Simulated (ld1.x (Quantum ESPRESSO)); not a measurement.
## Be (Z = 4): PAW pseudisation with PBE, non-relativistic reference atom.

beryllium, PAW, made with ld1.x (Quantum ESPRESSO) 7.5 (PBE, non-relativistic). Core [He], reference 2s1 2p1. Waves: 2s (bound): rcut 2.10, rcutus 2.40 bohr; 2s channel at 1.55 Ry: rcut 2.10, rcutus 2.40 bohr; 2p (bound): rcut 3.45, rcutus 3.95 bohr; 2p channel at 3 Ry: rcut 3.45, rcutus 3.95 bohr; 3d channel at 0.15 Ry: rcut 2.85, rcutus 3.80 bohr; 3d channel at 0.95 Ry: rcut 2.85, rcutus 3.80 bohr. Local part: all-electron potential smoothed inside 3.80 bohr (lloc = -1). Core correction: Bessel-smoothed model core inside 2.25 bohr. Augmentation charge: PSQ, radius 2.05 bohr.

All-electron outer shells of the reference configuration (PBE, non-relativistic, ld1.x):

```json
{"shell": "2s", "level (eV)": "-6.16", "outermost node (bohr)": "0.59", "outermost maximum (bohr)": "2.02"}
{"shell": "2p", "level (eV)": "-2.53", "outermost node (bohr)": "–", "outermost maximum (bohr)": "2.23"}
```

Results:

- Largest excitation error: -81 meV (all-electron minus pseudo) for 2s0 2p1, out of 5 test configurations
- Lowest eigenvalue of the overlap operator: -0.44 (s channel); it is negative, so in a basis up to 400 Ry S is not positive definite and the file is unfit for use
- Density cutoff estimated by the generator: 122 Ry

The ghost test of this file was not conclusive. Its overlap operator is not positive definite in a basis up to 400 Ry (lowest eigenvalue s -0.44), so the file is unfit for use: the generalised eigenproblem breaks down once the basis is large enough, and its test numbers describe a broken file.

Generation and tests took about 1.8 s on one core of a shared server CPU.
